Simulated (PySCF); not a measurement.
**PBE0 on Ca(2+) (calcium, charge +2)**

Configuration: [Ar], closed-shell 1S. All numbers are calculated (PySCF 2.14, scalar relativity by spin-free X2C-1e, in cc-pVDZ-X2C).

- Total energy: -679.614 hartree
- One-electron energy: -919.600 hartree
- Hartree (Coulomb) energy: 275.772 hartree
- Exchange-correlation energy: -35.785 hartree
- ⟨S²⟩: 0.0000
- ⟨L²⟩: 0.000
- Sum of ⟨r⟩: 12.72 bohr
- Sum of ⟨r²⟩: 15.39 bohr²
- Langevin diamagnetic susceptibility: -12.2 ×10⁻⁶ cm³/mol
- Time after the integrals: 0.12 s of wall time on 1 thread of Neoverse-V1 (shared host)

```csv
shell,electrons,mean orbital energy (hartree),"rms radius, mean of both spins (bohr)"
1s,2,-146.90609,0.0888
2s,2,-16.24926,0.394
2p,6,-13.22404,0.363
3s,2,-2.43585,1.24
3p,6,-1.67559,1.37
```

Densities and radii are taken from the X2C orbitals without a picture-change correction, which distorts them close to the nucleus.
